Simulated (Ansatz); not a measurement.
Cost and result for the atomization energy of C₂H₈GeO, SMILES `[CH3][GeH2][CH2]O` (12 atoms, 11 bonds).

```tsv
atom	x (Å)	y (Å)	z (Å)
C1	1.152	-0.623	-1.049
Ge2	-0.227	0.704	-0.637
C3	-1.090	0.203	1.072
O4	-0.150	-0.051	2.102
H5	1.914	-0.635	-0.268
H6	1.643	-0.382	-1.993
H7	0.716	-1.620	-1.135
H8	0.419	2.098	-0.511
H9	-1.280	0.741	-1.765
H10	-1.711	1.032	1.418
H11	-1.761	-0.652	0.914
H12	0.376	-0.815	1.853
```

Charge 0, multiplicity 1. Correlated methods include outer-core shells of Ge, which these sets cover unevenly. Scalar relativity is left out up to krypton. The structure was optimised at the PBE0-D4/def2-TZVP level. It is one conformer, not always the lowest. Program: Ansatz. All runs use 4 threads of an Arm Neoverse V2 on a shared host. Times are those of one run each, without the atoms' runs, and a repeat can differ threefold. Electronic energies, without spin–orbit coupling; frozen cores. CCSD(T)/CBS adds CCSD(T) − MP2 in def2-TZVPP to the MP2 limit, and its time is that of the two runs behind it. T1 = 0.011. With those shells the extrapolation isn't a true limit. HSE06 is the plane-wave form, built on full-range PBE exchange.

CCSD(T)/CBS is a level of theory with its own doubt, some kJ/mol a heavy atom from the limit and from the frozen cores, so smaller differences don't rank the functionals.

```json
{"level": "LDA (SPW92)/def2-TZVPP", "functions": "253", "wall time": "1.1 s"}
{"level": "BLYP-D4/def2-TZVPP", "functions": "253", "wall time": "1.6 s"}
{"level": "BHLYP-D4/def2-TZVPP", "functions": "253", "wall time": "2.5 s"}
{"level": "HSE06-D4/def2-TZVPP", "functions": "253", "wall time": "2.6 s"}
{"level": "CAM-B3LYP-D4/def2-TZVPP", "functions": "253", "wall time": "2.8 s"}
{"level": "r2SCAN-D4/def2-TZVPP (with forces)", "functions": "253", "wall time": "3.9 s"}
{"level": "B2PLYP/def2-TZVPP", "functions": "253", "wall time": "4.2 s"}
{"level": "ωB97X-V/def2-TZVPP", "functions": "253", "wall time": "6.5 s"}
{"level": "CCSD(T)/def2-SVP", "functions": "114", "wall time": "6.5 s"}
{"level": "ωB97M-V/def2-TZVPP (with forces)", "functions": "253", "wall time": "9.5 s"}
{"level": "MP2/def2-QZVPP", "functions": "500", "wall time": "23 s"}
{"level": "CCSD(T)/def2-TZVPP", "functions": "253", "wall time": "2.9 min"}
{"level": "CCSD(T)/CBS(def2)", "functions": "–", "wall time": "3.3 min"}
```

(1) What atomization energy does each give, and how far from CCSD(T)/CBS? (Best estimate.)

Results:

(1) Computed: 
| level | atomization (kcal/mol) | difference from CCSD(T)/CBS | per bond |
| --- | --- | --- | --- |
| LDA (SPW92)/def2-TZVPP | 1127.1 | 133.7 | 12.2 |
| BLYP-D4/def2-TZVPP | 982.9 | -10.5 | -1.0 |
| BHLYP-D4/def2-TZVPP | 963.1 | -30.3 | -2.8 |
| HSE06-D4/def2-TZVPP | 987.8 | -5.6 | -0.5 |
| CAM-B3LYP-D4/def2-TZVPP | 993.0 | -0.4 | 0.0 |
| r2SCAN-D4/def2-TZVPP (with forces) | 991.2 | -2.2 | -0.2 |
| B2PLYP/def2-TZVPP | 978.7 | -14.7 | -1.3 |
| ωB97X-V/def2-TZVPP | 992.7 | -0.7 | -0.1 |
| CCSD(T)/def2-SVP | 938.7 | -54.7 | -5.0 |
| ωB97M-V/def2-TZVPP (with forces) | 989.4 | -4.0 | -0.4 |
| MP2/def2-QZVPP | 989.9 | -3.5 | -0.3 |
| CCSD(T)/def2-TZVPP | 972.5 | -20.9 | -1.9 |
| CCSD(T)/CBS(def2) | 993.4 | 0.0 | 0.0 |

In def2-TZVPP, CCSD(T) changes the Hartree–Fock value by +250.8 kcal/mol (the triples alone add +12.3 kcal/mol) and MP2 by +256.1 kcal/mol; breaking electron pairs costs correlation energy, which Hartree–Fock lacks. The D4 term adds +7.7 kcal/mol with B3LYP and +4.1 kcal/mol with PBE0; it sums over pairs of atoms, weighted by their polarisabilities, and B3LYP, whose exchange is more repulsive, gets the larger term. From PBE to PBE0 (25 % exact exchange), in def2-TZVPP and without D4, the atomization energy moves by −12.8 kcal/mol: exact exchange takes away binding that semilocal exchange gives to molecules.

B3LYP here is the variant with VWN-RPA as its local correlation; programs differ in this.

For some Ge, Se and Sn compounds the MP2-based and the directly extrapolated limit differ by 10 to 25 kJ/mol.
